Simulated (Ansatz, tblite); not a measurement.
Removing and adding an electron: Sn₉AsH₁₆⁺, a doped cluster cut from the lattice of tin (As on a surface site). Total charge 1; singlet. Geometry: r2SCAN-D4/def2-SVP. Ansatz, gas phase; energy differences of separate SCF runs; the oxidised species was run as a doublet alone; the reduced species was run as a doublet alone.

```tsv
atom	x (Å)	y (Å)	z (Å)
Sn1	2.776	0.189	-0.388
Sn2	-1.228	-0.029	-2.525
Sn3	-0.847	2.313	1.346
As4	-0.570	-2.035	1.289
Sn5	1.940	2.429	1.076
Sn6	-2.176	2.202	-1.119
Sn7	1.549	0.021	-2.903
Sn8	2.081	-2.101	1.071
Sn9	-1.848	-2.317	-1.027
Sn10	-1.484	-0.019	2.767
H11	4.489	0.103	-0.503
H12	-2.071	-0.262	-4.005
H13	-1.445	3.579	2.342
H14	-0.923	-3.278	2.077
H15	2.340	3.838	0.189
H16	2.692	2.460	2.615
H17	-1.786	3.611	-2.012
H18	-3.870	2.092	-0.887
H19	1.950	1.427	-3.795
H20	2.069	-1.383	-3.736
H21	2.313	-3.624	0.322
H22	2.545	-2.165	2.719
H23	-1.222	-3.815	-1.573
H24	-3.465	-2.501	-0.491
H25	-0.670	-0.297	4.248
H26	-3.139	-0.437	2.903
```

In the def2 sets Sn takes a core potential; there is no spin–orbit coupling. The xTB rows come from tblite. Single mean-field runs in def2-TZVP are fitted with def2-universal-jkfit.

Q: Estimate orbital energies and vertical ionisation energies and electron affinities at: GFN1-xTB; GFN2-xTB; PBE-D4/def2-TZVP; PBE0-D4/def2-TZVP; r2SCAN0-D4/def2-TZVP.

A: 
```tsv
level	−HOMO (eV)	vertical IE (eV)	−LUMO (eV)	vertical EA (eV)	HOMO–LUMO gap (eV)	IE − EA (eV)
GFN1-xTB	13.93	15.67	11.36	9.75	2.57	5.92
GFN2-xTB	14.14	15.72	12.06	10.55	2.08	5.17
PBE-D4/def2-TZVP	9.27	11.02	5.68	4.16	3.59	6.86
PBE0-D4/def2-TZVP	10.10	11.29	4.97	3.96	5.14	7.34
r2SCAN0-D4/def2-TZVP	10.25	11.36	4.88	3.92	5.37	7.44
```

Relaxing the oxidised species (r2SCAN-D4/def2-SVP) changes its energy by -0.38 eV at PBE-D4/def2-TZVP, so the adiabatic ionisation energy to this nearest minimum is 10.63 eV. At PBE0-D4/def2-TZVP it is 10.81 eV.  Relaxing the reduced species (r2SCAN-D4/def2-SVP) changes its energy by -0.76 eV at PBE-D4/def2-TZVP, so the adiabatic electron affinity to this nearest minimum is 4.91 eV. At PBE0-D4/def2-TZVP it is 4.81 eV.   Raw xTB energy differences between charge states are shifted by several eV; the methods need an empirical correction for them.
